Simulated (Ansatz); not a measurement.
PAu4⁻. The state is a singlet with charge -1. Geometry B3LYP-D4/def2-SVPD, basis def2-TZVPD, Ansatz.

```xyz
5

P    -0.182    1.018    1.068
Au   -1.079   -0.846    2.127
Au    0.959   -0.163   -0.589
Au   -2.112    1.383   -0.175
Au    2.413   -1.391   -2.430
```

| run | HOMO (eV) | LUMO (eV) |
| --- | --- | --- |
| A | -1.32 | 0.11 |
| B | -1.21 | 0.12 |
| C | -1.43 | 0.26 |
| D | -1.85 | 0.57 |
| E | -3.62 | 2.56 |
| F | -1.92 | 0.84 |

In the def2 sets Au takes a core potential; there is no spin–orbit coupling. B3LYP takes the VWN-RPA correlation. No other spin state of charge -1 was run. The structure comes from a short search, and lower isomers may exist.

The runs used B3LYP, B97M-V, PBE, PBE0, r2SCAN, ωB97X-V. Estimate which is which.

A PBE (0 % exact exchange); B B97M-V (0 % exact exchange); C r2SCAN (0 % exact exchange); D B3LYP (20 % exact exchange); E ωB97X-V (range-separated); F PBE0 (25 % exact exchange). Exact exchange lowers occupied and raises empty levels; among semilocal functionals meta-GGAs tend to open the gap a little, and such runs are hard to tell apart. The gap grows from 1.33 eV (B97M-V) to 6.18 eV (ωB97X-V).
